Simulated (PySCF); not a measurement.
Excitations are Tamm–Dancoff values on a coarser integration grid. The basis has no diffuse functions, so Rydberg states are missing or too high.

C4H12GeO4, SMILES `C[O][Ge]([O]C)([O]C)[O]C` (charge 0, multiplicity 1)

Computed with PBE-D3(BJ)/def2-TZVP // PBE0-D3(BJ)/def2-SVP in PySCF.

```
Property                                         Value
----------------------  ------------------------------
HOMO                                          -6.45 eV
dipole moment                                   0.00 D
HOMO–LUMO gap                                  5.62 eV
LUMO                                          -0.83 eV
S1 excitation (TDA)                            5.77 eV
S1 oscillator strength                           0.011
T1 excitation (TDA)                            5.47 eV
S1–T1 gap (TDA)                                0.31 eV
total energy                              -69033.87 eV
cost                    around 70 core-minutes (rough)
```

```xyz
21

C     -1.8590    -1.3464    -1.5324
O     -1.2659    -0.1113    -1.2079
Ge     0.0001    -0.0001    -0.0001
O      0.2091     1.7052     0.3491
C     -0.8990     2.5540     0.5331
O      1.5697    -0.6046    -0.4949
C      2.3802     0.1169    -1.3921
O     -0.5124    -0.9898     1.3533
C      0.3778    -1.3245     2.3915
H     -2.1527    -1.9148    -0.6336
H     -2.7624    -1.1455    -2.1283
H     -1.1837    -1.9781    -2.1367
H     -1.6540     2.4293    -0.2617
H     -0.5397     3.5943     0.5123
H     -1.3898     2.3807     1.5075
H      3.3870    -0.3278    -1.3764
H      2.4640     1.1808    -1.1124
H      1.9968     0.0596    -2.4265
H      1.3436    -1.6944     2.0072
H     -0.0849    -2.1203     2.9950
H      0.5755    -0.4632     3.0544
```
Charge 0, spin multiplicity 1.
